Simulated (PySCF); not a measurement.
Atoms are numbered as in `[CH2:1]=[CH:2][c:3]1[cH:4][cH:5][cH:6][cH:7][c:8]1[OH:9]` (H(Xn): hydrogen on atom n). Ha(C1) is cis to C3; Hb(C1) is trans to C3.

Computational details: geometry from GFN2-xTB, shieldings: GIAO PBE0/pcSseg-1, in PySCF 2.14.0 with density-fitted response routines (non-relativistic, no solvent model, one conformer).

δ = σ(ref) − σ, references computed at the same level: TMS for ¹³C (186.93 ppm), ¹H (31.72 ppm); H2O for ¹⁷O (336.08 ppm).

| atoms | nucleus | count | Hirshfeld charge | δ (ppm) |
| --- | --- | --- | --- | --- |
| H(C7) | ¹H | 1 | 0.04 | 6.70 |
| Hb(C1) | ¹H | 1 | 0.05 | 5.60 |
| C8 | ¹³C | 1 | 0.08 | 160.1 |
| H(C5) | ¹H | 1 | 0.05 | 7.15 |
| C4 | ¹³C | 1 | -0.04 | ? |
| C5 | ¹³C | 1 | -0.06 | 125.4 |
| H(O9) | ¹H | 1 | 0.18 | 4.34 |
| H(C2) | ¹H | 1 | 0.04 | ? |
| O9 | ¹⁷O | 1 | -0.17 | 123.7 |
| C3 | ¹³C | 1 | -0.02 | 128.1 |
| Ha(C1) | ¹H | 1 | 0.04 | ? |
| C2 | ¹³C | 1 | -0.05 | 136.9 |
| H(C6) | ¹H | 1 | 0.05 | ? |
| C6 | ¹³C | 1 | -0.05 | 134.3 |
| H(C4) | ¹H | 1 | 0.05 | 8.02 |
| C1 | ¹³C | 1 | -0.10 | 116.5 |
| C7 | ¹³C | 1 | -0.08 | ? |

Q: Fill in the missing shifts.

A: 
- C4: 129.7 ppm, aromatic CH; the aromatic region
- C7: 118.7 ppm, aromatic CH; resonance donation from the substituent shields this position
- H(C2): 7.53 ppm, hydrogen on an alkene CH; a vinylic proton, deshielded by the sp2 carbon and the C=C anisotropy
- H(C6): 7.34 ppm, hydrogen on an aromatic CH; aromatic region
- Ha(C1): 6.09 ppm, hydrogen on a terminal =CH2 carbon; attached to an sp2 carbon and in the plane of the double bond

OH/NH shifts are gas-phase values; hydrogen bonding in solution moves them, usually downfield. Shifts are as computed. Against solution values, carbons near 30 ppm lie about +3 ppm off and those near 130 ppm about +5 ppm. Of 1211 compounds with measured shifts, 218 miss one by over three times the rms of a fit or turn the order of signals round; such compounds aren't used in these exercises. Experimental scales use liquid or dissolved standards, which lie at an offset from isolated H2O (liquid H2O: subtract about 36 ppm).
